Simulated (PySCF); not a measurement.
# Working with the constants of RuF

r²SCANh constants of RuF, quartet, unpaired electrons σ ↑, π ↑, δ ↑, a mixture of terms (⟨Lz²⟩ = 4.5) (Ru def2-TZVPP with ECP28, F def2-TZVPP; scalar-relativistic core potentials (PySCF 2.14); masses 101.9043 and 18.9984 u):

- ωe: 582.8 cm⁻¹
- ωexe: 3.09 cm⁻¹
- Be: 0.29509 cm⁻¹
- αe: 0.00221 cm⁻¹
- D (centrifugal): 3.03e-07 cm⁻¹
- De to Ru (4d7 5s1) + F: 4.02 eV

(1) Give the vibrational terms G(v) and spacings up to v = 6.

(2) How well does the Morse estimate ωe²/(4ωexe) reproduce De, and what is D0?

The metal atom is held in its measured ground configuration; semilocal functionals can put another filling of s and d lower by some tenths of an eV, and De to that atom would be smaller. These are scalar-relativistic numbers at best; spin–orbit coupling would shift them, the dissociation energy most. With d or f electrons several states lie close, and the lowest PBE0 determinant need not be the measured ground state.

## Answers

(1) G(v) = ωe(v+½) − ωexe(v+½)².

```tsv
v	G(v) (cm⁻¹)	G(v) − G(v−1)	Bv (cm⁻¹)
0	291		0.2940
1	867	577	0.2918
2	1438	570	0.2896
3	2002	564	0.2874
4	2560	558	0.2851
5	3112	552	0.2829
6	3658	546	0.2807
```

(2) It gives 3.41 eV, 85 % of the computed De. D0 = De − G(0) = 4.02 − 0.04 = 3.98 eV.
